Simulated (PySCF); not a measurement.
A structure optimised at B3LYP-D3(BJ)/def2-SVP, used in a PySCF frequency run:

```
Si
F 1 1.6142
Cl 1 2.0504 2 107.34
I 1 2.4360 2 107.93 3 119.33
I 1 2.4360 2 107.93 3 -119.33
```

### Question
Write its SMILES, formula and point group.

### Answer
F[Si](Cl)(I)I, ClFI2Si, Cs

### Question
What are its rotational constants (standard atomic weights)?

### Answer
1.1798, 0.44716, 0.36875 GHz
